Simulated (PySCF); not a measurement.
**How methods differ on the excitation energy of W(2+)**

W(2+) [Xe] 4f14 5d4 (5D) → W(2+) [Xe] 4f14 5d3 6s1 (5F), as a difference of total energies. Calculation: PySCF 2.14, in x2c-TZVPPall with one added diffuse shell each of s, p, d, f type (12s8p8d4f1g, 113 functions); scalar relativity by spin-free X2C-1e. Correlated levels: valence: [Xe] 4f14 frozen. The calculations carry no spin-orbit coupling.

```
           method  excitation energy (eV)
              UHF                   1.328
              LDA                   1.115
              PBE                   1.091
             PBE0                   1.277
           r2SCAN                   0.938
    MP2 (valence)                   1.821
SCS-MP2 (valence)                   1.816
```

Question: How much does correlation contribute at MP2 (valence)?

Answer: 1.821 − (1.328) = 0.493 eV, measured against UHF.

A first-order spin-orbit estimate (lowest level to lowest level, LS coupling) adds -0.201 eV.
